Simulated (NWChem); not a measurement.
System: TiOCl, doublet; SMILES [Cl][Ti]=[O]

Program: NWChem. Spin-unrestricted. In the optimisation the excess spin sits in a" (Cs, its own frame). Coordinates come from a B3LYP/6-31G* (spherical d), spin-unrestricted optimisation. The spin multiplicity was typed, not searched, and may not be the lowest. No stability test was run on the SCF state. Vertical excitations in the gas phase. Excited states of an open shell can be spin-contaminated.

Question: Estimate the computed values for LRC-wPBEh/def2-SVP, TDA. Quantities: lowest excitation (eV); oscillator strength of that lowest state; lowest empty minus highest occupied level, either spin (eV).

Answer: 
```
Quantity                                                     Value
-----------------------------------------------------------  -----
lowest excitation (eV)                                        0.35
oscillator strength of that lowest state                     0.000
lowest empty minus highest occupied level, either spin (eV)   6.94
```
